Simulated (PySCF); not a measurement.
## How methods differ on the ionisation energy of Cr

Cr [Ar] 3d5 4s1 (7S) → Cr⁺ [Ar] 3d5 (6S), as a difference of total energies. All numbers are calculated (PySCF 2.14, scalar relativity by spin-free X2C-1e, in aug-cc-pVDZ-DK (7s6p4d2f, 59 functions)). Correlated levels: valence: [Ar] frozen. The calculations carry no spin-orbit coupling.

```
           method  ionisation energy (eV)
              UHF                   6.013
             MN15                   6.619
            B3LYP                   7.102
    MP2 (valence)                   6.476
SCS-MP2 (valence)                   6.167
```

Errors of the correlated levels include the incompleteness of this basis and the frozen core.

Q: Which method comes closest to the reference value, and which is furthest?

A: The reference is 6.767 eV (measured; NIST Atomic Spectra Database, ionization energies). Closest: MN15 (error -0.148 eV); furthest: UHF (error -0.754 eV).
